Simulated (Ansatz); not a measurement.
Basis-set extrapolation for C$_{4}$H$_{2}$F$_{8}$, SMILES `FC(F)C(F)(C(F)F)C(F)(F)F` (PBE0-D4/def2-TZVP geometry, frozen core, the Gaussian-basis code of Ansatz). Multiplicity 1, RHF reference.

|  | def2-TZVPP | def2-QZVPP |
| --- | --- | --- |
| HF | -948.553654 | -948.593649 |
| MP2 correlation | -2.612601 | -2.848216 |
| CCSD(T) correlation | -2.717602 | not run |

Energies in hartree. Use E(X) = E(∞) + A·exp(−7.88·√X) for Hartree–Fock and E(X) = E(∞) + B·X^(−2.97) for correlation, with X = 3 and 4, and add CCSD(T) minus MP2 of the smaller set to the MP2 limit.

What is the CCSD(T) energy at the basis-set limit?

HF limit: -948.593649 + (-0.039995) × 0.13774 = -948.59916. MP2 limit: -2.848216 + (-0.235615) × 0.74074 = -3.02275. Higher-order term: -2.717602 − (-2.612601) = -0.10500. Total: -951.72691 hartree, 12.40 eV below CCSD(T)/def2-TZVPP.
